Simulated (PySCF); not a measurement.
**Al: excitation energy**

Al [Ne] 3s2 3p1 (2P) → Al [Ne] 3s1 3p1 3d1 (high-spin determinant), as a difference of total energies. Calculation: PySCF 2.14, in aug-cc-pV(T+d)Z; the non-relativistic Hamiltonian (point nucleus). Correlated levels: valence: [Ne] frozen. The calculations carry no spin-orbit coupling.

| method | excitation energy (eV) |
| --- | --- |
| UHF | 7.672 |
| MP2 (valence) | 8.452 |
| SCS-MP2 (valence) | 8.723 |
| CCSD (valence) | 8.558 |
| CCSD(T) (valence) | 8.493 |

How much does correlation contribute at CCSD(T) (valence)?

8.493 − (7.672) = 0.821 eV, measured against UHF.

The upper state lies above the first ionisation limit, but in LS coupling its spin forbids autoionisation to the ground ion.

The promoted electron is Rydberg-like, and one or two diffuse shells describe it only roughly, which tends to raise the upper state.

The coupled-cluster amplitudes are large for the upper state (T1 above 0.03 or a double amplitude above 0.15), so a single reference is strained.

The determinant of the upper state mixes LS terms, which raises its energy above the lowest term, most at the Hartree-Fock and MP2 levels.
